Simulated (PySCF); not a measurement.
# Nuclear quadrupole coupling in CF3SO3CH3

Compound: CF3SO3CH3, C₂H₃F₃O₃S.
Numbering: `[CH3:1][O:2][S:3](=[O:4])(=[O:5])[C:6]([F:7])([F:8])[F:9]` (hydrogens: H10, H11, H12 on C1)

Cartesian coordinates in Å at the PBE0-D3(BJ)/def2-SVP level; atoms count from 1:
```
atom  x, y, z in Å
C1     2.0107   -0.2742    0.1538
O2     0.6085   -0.4561    0.3675
S3    -0.3654    0.4400   -0.5476
O4    -0.3965   -0.0718   -1.8974
O5    -0.1545    1.8431   -0.2731
C6    -1.9171   -0.1010    0.3137
F7    -1.8889    0.2799    1.5729
F8    -2.0424   -1.4090    0.2406
F9    -2.9291    0.4777   -0.3027
H10    2.2806   -0.5497   -0.8764
H11    2.2978    0.7673    0.3598
H12    2.5070   -0.9477    0.8612
```

Field gradients from the PBE0/pcSseg-1 density (PySCF, non-relativistic), principal values in atomic units, ordered |Vxx| ≤ |Vyy| ≤ |Vzz|:

```csv
atom,Vxx,Vyy,Vzz
O2,-0.0131,-1.8831,1.8962
S3,-0.2080,-0.5526,0.7606
O4,-0.5265,-0.8403,1.3668
O5,-0.5234,-0.8549,1.3783
```

Task: Find the asymmetry η = (Vxx − Vyy)/Vzz and the couplings χ = eQV/h (234.96 MHz × Q in barn × V in au), with Q(17O) = −0.0256 b, Q(33S) = −0.0678 b.

Result: 
```json
{"atom": "O2", "environment": "oxygen bonded to C and S", "nucleus": "17O", "η": "0.99", "χzz (MHz)": "-11.41", "χxx (MHz)": "0.08", "χyy (MHz)": "11.33"}
{"atom": "S3", "environment": "sulfonyl sulfur", "nucleus": "33S", "η": "0.45", "χzz (MHz)": "-12.12", "χxx (MHz)": "3.31", "χyy (MHz)": "8.80"}
{"atom": "O4", "environment": "sulfonyl oxygen", "nucleus": "17O", "η": "0.23", "χzz (MHz)": "-8.22", "χxx (MHz)": "3.17", "χyy (MHz)": "5.05"}
{"atom": "O5", "environment": "sulfonyl oxygen", "nucleus": "17O", "η": "0.24", "χzz (MHz)": "-8.29", "χxx (MHz)": "3.15", "χyy (MHz)": "5.14"}
```

At O2 η is above 0.9: Vyy and Vzz are nearly equal in size and opposite in sign, so a small change could swap them and flip the sign of χzz. 

Task: What is Vzz at S3 in SI units (1 au = 9.71736 × 10²¹ V/m²)?

Result: 0.7606 au = 7.391 × 10²¹ V/m².

Task: And the gradient at the other heavy atoms, for which no coupling is worked out here?

Result: 
```csv
atom,environment,Vzz (au),η
C1,methoxy carbon,0.543,0.01
C6,CF3 carbon,-0.284,0.02
F7,fluorine of a CF3 group,2.934,0.02
F8,fluorine of a CF3 group,2.937,0.02
F9,fluorine of a CF3 group,2.929,0.03
```

Were the hydrogens deuterons (Q(2H) = 0.00286 b), χzz would run from 186 kHz (H10 and H11) to 194 kHz (H12).

Geometry: PBE0-D3(BJ)/def2-SVP, one conformer, isolated molecule. These gradients aren't converged with respect to the basis.
